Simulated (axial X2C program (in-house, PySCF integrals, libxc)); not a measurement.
**What spin–orbit coupling does to RuH**

All values were computed with an in-house all-electron X2C program for linear molecules (integrals from PySCF). Spin-free means the one-electron spin-free X2C Hamiltonian; two-component (2c) means X2C with spin–orbit coupling and atomic mean-field two-electron Coulomb and Gaunt terms, so the difference of the two also holds small scalar two-electron terms. Basis: Ru dyall-cv3z [12s12p8d5f3g], H dyall-v3z [6s2p1d] (cores contracted in-house); Gaussian nuclei, density fitting, unrestricted open shells. Masses: Ru 101.904 u, H 1.008 u.

Spin-free state: M_S = 3/2, Λ = 0 (beyond evenly filled blocks: σα, δ+α, δ-α); fragments Ru + H.

```tsv
level	Re (Å)	ωe (cm⁻¹)	De (eV)	μ (D)
PBE0	1.583	1968.5	2.770	-2.25
HF	1.674	1660.8	1.260	-3.51
MP2	1.566	2002.6	2.448	n/a
CCSD	1.591	1918.0	2.575	n/a
CCSD(T)	1.585	1937.2	2.651	n/a
r2SCAN	1.582	2004.3	2.936	-2.09
```

Correlated methods: 9 electrons correlated (number of frozen shells: Ru 4 s, 3 p, 1 d; H none), 223 virtual spin orbitals or spinors in MP2, 90 natural virtuals in coupled cluster.

Dipoles are positive if H is the positive end.

Two-component determinant lowest at the distance of the search:

Ω = 3/2 (⟨Sz⟩ = 1.48, ⟨Lz⟩ = 0.02 at HF); fragments Ru + H.

```json
{"level": "PBE0", "Re (Å)": "1.584", "ωe (cm⁻¹)": "1966.0", "μ (D)": "-2.25"}
{"level": "HF", "Re (Å)": "1.675", "ωe (cm⁻¹)": "1659.5", "μ (D)": "-3.52"}
{"level": "MP2", "Re (Å)": "1.567", "ωe (cm⁻¹)": "1997.0", "μ (D)": "n/a"}
{"level": "CCSD", "Re (Å)": "1.592", "ωe (cm⁻¹)": "1915.0", "μ (D)": "n/a"}
{"level": "CCSD(T)", "Re (Å)": "1.586", "ωe (cm⁻¹)": "1935.8", "μ (D)": "n/a"}
{"level": "r2SCAN", "Re (Å)": "1.583", "ωe (cm⁻¹)": "2002.8", "μ (D)": "-2.09"}
```

From the two tables, how do the constants change at the CCSD(T) level (2c against spin-free)?

At the CCSD(T) level Re increases by 0.001 Å and ωe goes down by 1.4 cm⁻¹.

The state is one determinant whose occupation by symmetry is held fixed; it was picked as the lowest of a PBE0 search that is not exhaustive. Dissociation energies refer to the lowest single-determinant-based atoms at the same level and basis. De is not given where an atomic determinant may have missed its ground term or J level, or where the truncated virtual space spoils (T). Density functionals use the spin component along the axis (collinear). CCSD and (T) use frozen natural virtuals with an MP2 correction for the truncation; (T) itself is uncorrected, so its De runs slightly low. PBE0 can misorder states that lie within some tenths of an eV, so this need not be the ground state of the molecule. The nearest other spin-free determinant of the search, M_S = 3/2, Λ = 3, lies 0.36 eV up at the distance of the search. Without a current term, density functionals place determinants with orbital angular momentum somewhat too high. With several unpaired electrons one determinant need not be a pure state. This is the top spin component of a Σ state; components of lower Ω are not single determinants and can lie lower. The determinant is spin-polarised beyond a pure state at some levels (its spin-free form has ⟨S²⟩ too high), which makes Re and μ there less reliable.
